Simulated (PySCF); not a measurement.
Compound: C6H9Cl.
SMILES: `C=C/C(=C\C)CCl`

Vertical excitations from PySCF (density fitting, frozen core in the response, grid level 2 and gas phase unless stated; continuum runs use non-equilibrium linear response for the excitations) on a GFN2-xTB geometry. Reference run:

```csv
settings,"S1, eV (f)","S2, eV (f)","S3, eV (f)","S4, eV (f)","S5, eV (f)","S6, eV (f)","T1, eV (Tamm–Dancoff)",mean α (au)
"PBE0/def2-SVPD, full TDDFT, 6 singlets",5.51 (0.497),5.98 (0.024),6.12 (0.040),6.22 (0.046),6.47 (0.005),6.85 (0.002),3.12,91.6
```

Q: What do these settings give: BLYP/def2-SVPD, TDA, 3 singlets?

A: 
```
                       settings    S1, eV (f)    S2, eV (f)    S3, eV (f)  S4, eV (f)  S5, eV (f)  S6, eV (f)  T1, eV (Tamm–Dancoff)  mean α (au)
BLYP/def2-SVPD, TDA, 3 singlets  4.92 (0.018)  5.00 (0.020)  5.27 (0.053)           –           –           –                   3.16         95.2
```

S1 moves by -0.59 eV; functional and response scheme change together, so the shift can't be laid on one. States are counted by energy in each run and needn't keep their character from row to row.

Q: Give the leading configurations of S1 (H = HOMO, L = LUMO) and the HOMO–LUMO gap of each run.

A: 
```
                              settings        S1 configurations (weight)  S1 (eV)  orbital gap (eV)  S1 − gap (eV)
PBE0/def2-SVPD, full TDDFT, 6 singlets                          H→L 0.93     5.51              5.74          -0.23
       BLYP/def2-SVPD, TDA, 3 singlets  H−1→L 0.70, H−2→L 0.13, H→L 0.10     4.92              3.82          +1.10
```

The values belong to the conformer `[CH2:1]=[CH:2]/[C:3](=[CH:4]\[CH3:5])[CH2:6][Cl:7]`: C1–C2–C3–C4 -174°, C2–C3–C6–Cl7 -76°.
